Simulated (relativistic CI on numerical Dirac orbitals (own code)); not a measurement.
Radial Dirac CI calculation of Dy⁺.

Command:

```sh
python run_levels.py task.json out
```

Input:

```
atom Dy  Z=66  charge=1  electrons=65
nucleus A=164  rms_radius_fm=5.2218
hamiltonian dirac-coulomb  breit=on  qed=on  c_scale=1
orbitals kli  potential=per-configuration
slater_scale 1
correlation none
mixing on
grid step=0.008 r_max=129.7
scf mixing=0.4 start=green max_iterations=150 tolerance=2e-08 node_fill=0.01
configurations
  [Xe] 4f10 6s
end
```

Output:

```
SCF 1: [Xe] 4f10 6s
 iter      energy (Ha)   residual   last orbital (Ha)
    1    -12145.377965   2.34e+00     -0.60352
    2    -12160.404749   5.13e-01     -0.44435
    3    -12161.058797   2.76e-01     -0.42174
    4    -12161.263408   6.39e-02     -0.39695
    5    -12161.274434   1.15e-02     -0.39845
    6    -12161.273800   5.33e-03     -0.39839
    7    -12161.273580   2.55e-03     -0.39807
    8    -12161.273388   2.96e-05     -0.39779
    9    -12161.273397   4.03e-05     -0.39778
   10    -12161.273393   7.76e-07     -0.39778
   11    -12161.273393   3.07e-07     -0.39778
   12    -12161.273393   1.47e-07     -0.39778
   13    -12161.273393   3.41e-09     -0.39778
orbital energies (Ha): 4d3/2 -6.1070  4d5/2 -5.8626  5s -2.1021  5p1/2 -1.3583  5p3/2 -1.1861  4f5/2 -0.4629  4f7/2 -0.4305  6s -0.3978
configuration averages (Ha): Dirac-Coulomb, Breit, QED
  4f10 6s                     -12161.273393   11.534120    7.749072
levels: no., configuration, term, J, E (cm-1), weight
   1 4f10 6s                6I   17/2             0.0  0.95
   2 4f10 6s                4I   15/2          1331.2  0.65
   3 4f10 6s                6I   15/2          4454.0  0.67
   4 4f10 6s                6I   13/2          5016.3  0.59
   5 4f10 6s                6I   11/2          7658.4  0.78
   6 4f10 6s                4I   13/2          7844.2  0.59
   7 4f10 6s                6I   9/2           9625.5  0.88
   8 4f10 6s                4I   11/2         10467.6  0.76
   9 4f10 6s                6I   7/2          11129.2  0.94
  10 4f10 6s                4I   9/2          12537.8  0.86
  11 4f10 6s                6F   11/2         17914.5  0.84
  12 4f10 6s                4F   9/2          19132.0  0.49
  13 4f10 6s                6S   5/2          20401.5  0.81
  14 4f10 6s                4K   17/2         20863.1  0.80
lowest total energy -12142.225798 Ha
end: converged
```

Against the reference input this run has: node fill of the KLI weights 0.01, grid step 0.008. The reference run ends at -12142.228825 Ha with Breit and QED terms.

With so few configurations and no correlation, terms lie too far apart (by 10 to 50 % or more near neutrality), their order can be wrong, and levels of other configurations are missing. Terms and fine structure of an open d or f shell near neutrality can be off by tens of per cent either way.

Run time about 0.2 s of CPU on one thread of Neoverse-V2 (shared host).
